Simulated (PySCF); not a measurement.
Vertical excitation energies

C4H3ClF3N.
Structure used (GFN2-xTB), in Å, numbered top down from 1:
```
atom  x, y, z in Å
C1    -1.8730   -1.2147    1.5054
N2    -0.9401   -1.2140    0.6564
C3    -0.2487   -0.1034    0.2843
Cl4   -0.5057    1.4232    1.1010
C5     0.6429   -0.1973   -0.7106
C6     1.4625    0.9448   -1.2165
F7     0.7197    1.9554   -1.6995
F8     2.2598    1.4813   -0.2774
F9     2.2650    0.5563   -2.2160
H10   -2.3442   -2.1608    1.7240
H11   -2.2355   -0.3278    2.0250
H12    0.7983   -1.1436   -1.2021
```

Method used: TDDFT PBE0/def2-SVPD, vertical, gas phase, core orbitals frozen in the response (PySCF).

```
state  E (eV)  E (kJ/mol)  λ (nm)       f   main configurations (H = HOMO, L = LUMO)
   S1    4.21         406   294.5  0.0032                      H-1→L (90%), H→L (9%)
   S2    5.27         508   235.3   0.320                      H→L (82%), H-1→L (9%)
   S3    5.81         560   213.5  0.0001                                H-2→L (99%)
   S4    6.52         629   190.1   0.251                                H-3→L (89%)
   S5    6.74         650   184.0   0.019                                H→L+1 (90%)
   S6    7.07         682   175.5   0.020  H-1→L+2 (52%), H-1→L+1 (22%), H→L+2 (22%)
```

Triplets (Tamm–Dancoff): T1 2.97 eV, H→L (92%); T2 3.78 eV, H-1→L (92%).

The lowest singlet lies at 4.21 eV (295 nm, ultraviolet) and is very weak; its leading configuration is HOMO-1→LUMO (90%). The strongest level in the table is S2 at 5.27 eV (235 nm, f = 0.320). Löwdin shares by element: HOMO carbon 50% or more, chlorine 18%, nitrogen 10% (atoms not listed hold the other 21%); LUMO carbon 62% or more, nitrogen 16% (atoms not listed hold the other 22%). Weighted by f, the mean energy of these states is 5.88 eV. Of the 6 states listed, 4 reach f = 0.01 and 1 stays under 0.0005. The listed states span 2.86 eV, and the widest gap between neighbours is 1.06 eV (S1 to S2). No computed singlet lies in the visible range (380 to 750 nm); the lowest, at 295 nm, stands 0.95 eV above its violet end (3.26 eV); a Tamm–Dancoff triplet lies at 417 nm, without intensity as long as spin–orbit coupling is left out. Only the lowest 6 singlets were computed, as vertical energies without vibronic structure.

Time: 35 s; peak memory 0.89 GiB. Hardware: one thread, Intel Xeon Platinum 8488C (x86_64), on a shared host.

One conformer stands for the species.
